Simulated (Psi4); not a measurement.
C$_{2}$H$_{4}$, charge +1, doublet, geometry from GFN2-xTB (a state made from the parent by changing its charge; the spin is typed, not shown lowest).

Here is a job for Psi4.
```
memory 2 GB

molecule mol {
1 2
C    -0.013632   -0.006417    0.653353
C     0.013632    0.006417   -0.653353
H     0.209687    0.853950    1.296494
H    -0.263229   -0.879152    1.269606
H    -0.209794    0.879219   -1.279475
H     0.263336   -0.854018   -1.286625
}

set {
  basis pcseg-1
  reference uks
}

energy('svwn')
print_variables()
```

Task: What does this run give for the total energy, nuclear repulsion energy, <S^2>, number of basis functions?

Result: 
```
Item                               Value
-------------------------  -------------
total energy               -77.701464 Ha
nuclear repulsion energy      33.4354 Eh
<S^2>                              0.751
number of basis functions             48
```

These values belong to the state on which the SCF converged, which isn't shown to be the lowest.
